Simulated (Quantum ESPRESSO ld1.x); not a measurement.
Values are calculated unless marked as measured or tabulated.
One sound ld1.x (Quantum ESPRESSO 7.5) input for neutral europium gives E = -10844.83 hartree in 29 iterations:

```
 &input
    zed=63.0,
    iswitch=1,
    rel=2,
    dft='PW',
    config='[Xe] 4f7 6s2',
    verbosity='high',
    lsmall=.true.,
    prefix='ld1',
    max_out_wfc=37,
    file_charge='ld1.rho',
 /
```

Changed or added lines, one case at a time, and what came of them:

- config='[Xe] 4f7 6s2 3f1': refused. The program stops in el_config with "main/angular quantum number mismatch": l must be smaller than n.
- rel=-1: refused. The program stops in ld1_readin with "wrong rel": rel takes 0, 1 or 2.
- cau_fact=43.95: crashed. The program stops in dirsol with "no classical turning point found": with c below Z the Dirac equation of a point nucleus has no 1s solution.
- beta=0.001: not converged. So little new potential is mixed in that the limit of 200 iterations comes first; the energy is off by -19.63 hartree.
- dx=0.15: inaccurate. The radial step is too large to integrate the orbitals; the run ends without a warning, but the energy is off by -0.08026 hartree against the default mesh.
- tr2=1e-1: inaccurate. The cycle stops early, after 8 iterations, and the energy is off by +3.24 hartree against the sound run.
- zed=104.0: refused. The program stops in ld1_readin with "wrong nuclear charge zed: 104.00": zed must lie above 0 and at most 103.
